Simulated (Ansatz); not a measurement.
(F)2Al-S-SiH3 (AlSiH3SF2). Total charge 0; singlet. Geometry r2SCAN-D4/def2-SVP.

```
atom   x (Å)   y (Å)   z (Å)
 Al1  -1.386  -0.418  -1.102
  F2  -0.016  -0.956  -1.865
  F3  -2.853  -0.634  -1.825
  S4  -1.168   0.541   0.812
 Si5   0.995   0.382   0.949
  H6   1.427  -1.043   0.953
  H7   1.345   1.021   2.247
  H8   1.657   1.108  -0.169
```

Question: Estimate the orbital energies around the gap (eV) in Ansatz with PBE-D4/def2-SVP, PBE-D4/def2-TZVP, r2SCAN-D4/def2-TZVP, PBE0-D4/def2-SVP, PBE0-D4/def2-TZVPD.

Answer: 
| orbital | PBE-D4/def2-SVP | PBE-D4/def2-TZVP | r2SCAN-D4/def2-TZVP | PBE0-D4/def2-SVP | PBE0-D4/def2-TZVPD |
| --- | --- | --- | --- | --- | --- |
| HOMO−9 | -10.56 | -10.84 | -11.35 | -12.72 | -12.97 |
| HOMO−8 | -10.17 | -10.35 | -10.83 | -12.23 | -12.41 |
| HOMO−7 | -9.93 | -10.19 | -10.69 | -12.06 | -12.28 |
| HOMO−6 | -9.48 | -9.82 | -10.34 | -11.64 | -11.93 |
| HOMO−5 | -9.45 | -9.71 | -10.20 | -11.54 | -11.79 |
| HOMO−4 | -9.21 | -9.32 | -9.72 | -10.80 | -10.83 |
| HOMO−3 | -9.07 | -9.11 | -9.49 | -10.55 | -10.54 |
| HOMO−2 | -8.68 | -8.76 | -9.12 | -10.08 | -10.09 |
| HOMO−1 | -7.91 | -8.01 | -8.32 | -9.22 | -9.30 |
| HOMO | -6.84 | -6.98 | -7.27 | -8.11 | -8.20 |
| LUMO | -1.94 | -2.10 | -1.66 | -1.12 | -1.44 |
| LUMO+1 | -1.14 | -1.34 | -0.99 | -0.39 | -0.62 |
| LUMO+2 | -0.65 | -1.03 | -0.64 | 0.26 | -0.39 |
| LUMO+3 | -0.03 | -0.35 | 0.00 | 0.81 | 0.29 |
| LUMO+4 | 0.75 | 0.16 | 0.68 | 1.62 | 0.45 |
| LUMO+5 | 0.76 | 0.38 | 0.82 | 1.67 | 0.79 |
